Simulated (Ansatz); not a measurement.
Compare A (`F[SiH2]OC[SeH]`) with its isomer B (`FCO[SiH2][SeH]`).

Isolated molecules relaxed with PBE0-D4/def2-TZVP in Ansatz; ΔE leaves out vibrations. CBS: MP2 limit from def2 TZ/QZ plus the TZ coupled-cluster correction, frozen cores. Functionals use def2-TZVPP. B3LYP here is the variant with VWN-RPA as its local correlation; programs differ in this. For Se outer-core shells are correlated without core-valence functions, which leaves a few kJ/mol of doubt a bond. Scalar relativity is left out up to krypton. Each species was taken in one conformer, which may not be the lowest.

Task: Which isomer does CCSD(T)/CBS put lower? Give the gap. (Best estimate.)

Result: Computed: A, by 92.8 kJ/mol.

Task: Give E(B) − E(A) in kJ/mol with PBE-D4, B3LYP, HF/def2-TZVPP, PBE0-D4, CCSD(T)/def2-TZVPP, ωB97M-V, r2SCAN-D4. (Best estimate.)

Result: Computed: PBE-D4 77.7, B3LYP 86.8, HF/def2-TZVPP 84.0, PBE0-D4 78.0, CCSD(T)/def2-TZVPP 91.6, ωB97M-V 85.7, r2SCAN-D4 84.2. None reverses the order clearly.

Largest T1 diagnostic: 0.011.

In def2-TZVPP, CCSD(T) changes the Hartree–Fock value by +7.6 kJ/mol (the triples alone add +0.0 kJ/mol) and MP2 by +13.5 kJ/mol.
